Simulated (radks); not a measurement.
The tin anion Sn4-, [Xe], held by a Watson sphere: a shell of charge +4 at radius R that stands for the Madelung well of a crystal (potential energy -4/R inside, -4/r outside, in hartree with lengths in bohr). Calculated with a radial shooting solver on a logarithmic mesh with Libxc functionals: scalar-relativistic Kohn-Sham, LDA (Slater exchange, Perdew-Wang correlation), spin-polarised, spherical densities, finite nucleus; Fermi nuclear charge, rms radius of each element as measured or else 0.836 A^(1/3) + 0.57 fm. Response by self-consistent Sternheimer equations with the Hartree and adiabatic LDA kernel, the relativistic mass of each level held fixed and spin-orbit coupling left out. The sphere does not respond.

| R (bohr) | e(4d) (eV) | e(5s) (eV) | e(5p) (eV) | <r> 5p (bohr) | sum of <r^2> (bohr^2) | X-ray form factor at sin(theta)/lambda = 0.1 1/angstrom | alpha (bohr^3) |
|---|---|---|---|---|---|---|---|
| 3.07 | -24.912 | -12.458 | -6.180 | 3.153 | 106.3 | 47.992 | 77.37 |
| 3.82 | -23.749 | -10.629 | -5.048 | 3.563 | 127.1 | 47.384 | 131.0 |
| 4.18 | -23.469 | -9.994 | -4.588 | 3.765 | 138.2 | 47.133 | 168.0 |
| 4.41 | -23.341 | -9.658 | -4.324 | 3.895 | 145.5 | 46.989 | 196.2 |
| 4.85 | -23.169 | -9.144 | -3.882 | 4.147 | 160.5 | 46.748 | 262.0 |
| 4.86 | -23.165 | -9.134 | -3.873 | 4.153 | 160.8 | 46.743 | 263.7 |
| 5.31 | -23.059 | -8.756 | -3.499 | 4.413 | 177.3 | 46.545 | 349.1 |
